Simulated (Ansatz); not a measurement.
Input and output for `[CH2][In]([CH3])[OH]` radical.

```yaml
crystal:
  periodic: [false, false, false]
  atoms:
    - {symbol: C, position_ang: [-1.559071, 1.352915, -0.456655]}
    - {symbol: In, position_ang: [0.064708, 0.056004, -0.237731]}
    - {symbol: C, position_ang: [0.666124, -1.265756, 1.465311]}
    - {symbol: O, position_ang: [1.561940, 0.439444, -1.554990]}
    - {symbol: H, position_ang: [-1.584835, 1.986111, -1.576670]}
    - {symbol: H, position_ang: [-2.611699, 1.363185, -0.057760]}
    - {symbol: H, position_ang: [-0.055385, -2.222200, 1.130723]}
    - {symbol: H, position_ang: [1.594790, -1.481404, 1.180855]}
    - {symbol: H, position_ang: [0.312505, -0.890881, 2.444527]}
    - {symbol: H, position_ang: [1.422560, 0.948806, -2.179718]}
basis:
  gaussian: {orbitals: def2-SVP}
total_charge: 1
hamiltonian: {xc: {name: B2PLYP}}
output: {forces: true}
```

```sh
$ ansatz run in.yaml --threads 4 --pin off --events-out ev --progress --plain --max-ram 10444MiB
```

It prints (some lines left out):

```
Functional definition: B2PLYP
1071 factors; integrals over basis functions are off by at most 1.2e-3 eV
mean field evaluation 1: about -9344.3965 eV, gradient 8.3e1 eV
mean field evaluation 2: about -9344.7719 eV, gradient 8.3e1 eV
mean field evaluation 4: about -9355.0128 eV, gradient 3.9e1 eV
mean field evaluation 8: about -9359.5270 eV, gradient 1.5e0 eV
mean field evaluation 16: about -9359.5769 eV, gradient 1.1e-2 eV
mean field -9359.57691039 eV, -343.9581073077 hartree, gradient 5.7e-6 eV, S^2 0.000000; 1 other end points of the search recorded, 0 dependent functions left out; unrestricted orbitals would lower it
7 core orbitals not correlated: weight in the atoms' cores, before any rotation towards them, 1.000 or more for the frozen orbitals, at most 0.000 for the correlated occupied ones
reference -9359.57708027 eV, -343.9581135509 hartree; 16, 16 occupied and 75, 75 virtual orbitals, 1071 factors
second order -18.11008194 eV of doubles, -0.00000000 eV of singles
Total energy: -9364.46680240 eV, -344.1378075246 hartree
Atom 0 at    -1.559071     1.352915    -0.456655 Å, force    -2.928415     3.098794    -4.206831 eV/Å
Atom 1 at     0.064708     0.056004    -0.237731 Å, force     3.387098    -1.546580     1.359257 eV/Å
Atom 2 at     0.666124    -1.265756     1.465311 Å, force    -7.709222    -1.332960    -1.096138 eV/Å
Atom 3 at     1.561940     0.439444    -1.554990 Å, force     1.213124    -8.487370    10.546148 eV/Å
Atom 4 at    -1.584835     1.986111    -1.576670 Å, force    -0.034932    -1.582068     3.301807 eV/Å
Atom 5 at    -2.611699     1.363185    -0.057760 Å, force     0.765692     0.118506     0.075931 eV/Å
Atom 6 at    -0.055385    -2.222200     1.130723 Å, force     1.991558     2.201518     1.241283 eV/Å
Atom 7 at     1.594790    -1.481404     1.180855 Å, force     4.635991    -0.865141    -0.490818 eV/Å
Atom 8 at     0.312505    -0.890881     2.444527 Å, force     0.712405    -0.065770    -0.377063 eV/Å
Atom 9 at     1.422560     0.948806    -2.179718 Å, force    -2.033298     8.461072   -10.353576 eV/Å
Dipole moment:    -1.335148     0.685168    -0.104909 e Å
```

It took 4.3 s on 4 threads of an Arm Neoverse V1 on a shared host, with 0.24 GiB of host memory at the peak.
